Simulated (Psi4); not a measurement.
## Worked example: vertical energy of the triplet above the singlet of PbTe (SMILES [Te][Pb])

PbTe has 2 atoms, charge 0, and is taken as a singlet. SMILES: `[Te][Pb]`. Geometry: relaxed at PBE0-D4/def2-TZVP.

```xyz
2

Te    0.0000    0.0000   -0.0090
Pb    0.0000    0.0000    2.5809
```

Both states at this one shape; open shells run unrestricted unless said. 1 Eh = 27.2114 eV.

```tsv
level	program	singlet PbTe (Eh)	triplet PbTe (Eh)
HF/def2-TZVPP (core potential)	Psi4	-458.899109	-458.833733
MP2/def2-TZVPP (core potential), 8 core orbitals frozen	Psi4	-459.747901	-459.649479
```

Problem. Work out the vertical gap, second state less first, at each level.

Solution. 
1. HF/def2-TZVPP (core potential): -458.833733 − (-458.899109) = 0.065376 Eh = 1.78 eV.
2. MP2/def2-TZVPP (core potential): -459.649479 − (-459.747901) = 0.098422 Eh = 2.68 eV.

No measured value is set beside it here; the levels span 1.78 to 2.68 eV. Hartree–Fock favours the state with fewer electron pairs, since it lacks pair correlation. Spin-orbit coupling, which splits open shells on such heavy atoms by tenths of an eV, is left out.
